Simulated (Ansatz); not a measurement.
BH5InNOS, SMILES `[NH2][In]([OH])[BH]S`. Charge 0, multiplicity 1. In takes the def2 core potential. The structure was optimised at the PBE0-D4/def2-TZVP level. It is one conformer, not always the lowest.

```xyz
10

N     1.690   -0.160   -1.321
In    0.206   -0.520   -0.010
O    -0.308   -2.420   -0.354
B    -0.854    0.869    1.377
S    -1.734    2.320    0.909
H     2.148   -0.960   -1.732
H     2.359    0.576   -1.157
H    -1.065   -2.716    0.155
H    -0.883    0.682    2.557
H    -1.559    2.330   -0.425
```

Question: What is the dipole moment at r2SCAN/def2-TZVPP? (Best estimate.)

Answer: The calculation gave: 2.14 D, with components (-0.22, 1.88, 1.01) D in this frame, pointing from negative to positive charge.

Question: And with PBE, B3LYP, ωB97M-V? (An estimate is asked.)

Answer: The calculation gave: PBE 2.09 D, B3LYP 2.30 D, ωB97M-V 2.35 D.

Question: Give the Mulliken charges with r2SCAN, ωB97M-V, PBE in def2-TZVPP. (An estimate is asked.)

Answer: Ansatz gave: 
| atom | r2SCAN | ωB97M-V | PBE |
| --- | --- | --- | --- |
| N1 | -0.55 | -0.48 | -0.48 |
| In2 | 0.66 | 0.61 | 0.59 |
| O3 | -0.55 | -0.53 | -0.49 |
| B4 | -0.13 | -0.14 | -0.17 |
| S5 | -0.06 | -0.07 | -0.08 |
| H6 | 0.17 | 0.13 | 0.16 |
| H7 | 0.15 | 0.10 | 0.14 |
| H8 | 0.18 | 0.15 | 0.16 |
| H9 | 0.03 | 0.10 | 0.05 |
| H10 | 0.10 | 0.12 | 0.12 |

B3LYP here is the variant with VWN-RPA as its local correlation; programs differ in this.
